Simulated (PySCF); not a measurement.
Mg(Me)2 (C2H6Mg), SMILES [Mg]([CH3])[CH3]. Geometry optimised at B3LYP-D3(BJ)/def2-TZVP. The isomer is the one that the SMILES or the coordinates give; other isomers of the formula were not compared.

Computed equilibrium geometry at B3LYP-D3(BJ)/def2-TZVP (PySCF confirms it by a frequency run) as Cartesian coordinates in Å, and its point group:
point group D3.
```xyz
9

Mg     0.0000     0.0000     0.0000
C      0.0000     0.0000    -2.0932
H      0.8599     0.5413    -2.4993
H     -0.8987     0.4740    -2.4993
H      0.0389    -1.0153    -2.4993
C      0.0000     0.0000     2.0932
H      0.8599    -0.5413     2.4993
H     -0.8987    -0.4740     2.4993
H      0.0389     1.0153     2.4993
```
